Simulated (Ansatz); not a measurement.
[WOCl4]- (WCl₄O⁻). The state is a doublet with charge -1. Geometry PBE-D4/def2-SVPD, basis def2-TZVPD, Ansatz.

| atom | x (Å) | y (Å) | z (Å) |
| --- | --- | --- | --- |
| W1 | -0.1306 | 0.0389 | -0.0392 |
| O2 | -1.6984 | 0.5165 | -0.5009 |
| Cl3 | 1.3347 | 1.6985 | -0.9379 |
| Cl4 | 0.6563 | -1.3669 | -1.8044 |
| Cl5 | -0.4137 | -1.9781 | 1.2100 |
| Cl6 | 0.2516 | 1.0911 | 2.0723 |

| run | HOMO (eV) | LUMO (eV) |
| --- | --- | --- |
| A | -0.70 | 0.38 |
| B | -2.44 | 1.21 |
| C | -0.83 | 0.34 |
| D | -6.64 | 4.16 |
| E | -1.28 | 0.60 |
| F | -4.00 | 2.14 |

In the def2 sets W takes a core potential; there is no spin–orbit coupling. No other spin state of charge -1 was run.

HOMO and LUMO are taken over both spins.

Q: The runs used BHLYP, BLYP, HF, PBE, PBE0, r2SCAN. Estimate which is which.

A: A BLYP (0 % exact exchange); B PBE0 (25 % exact exchange); C PBE (0 % exact exchange); D HF (100 % exact exchange); E r2SCAN (0 % exact exchange); F BHLYP (50 % exact exchange). Exact exchange lowers occupied and raises empty levels; among semilocal functionals meta-GGAs tend to open the gap a little, and such runs are hard to tell apart. The gap grows from 1.08 eV (BLYP) to 10.80 eV (HF).
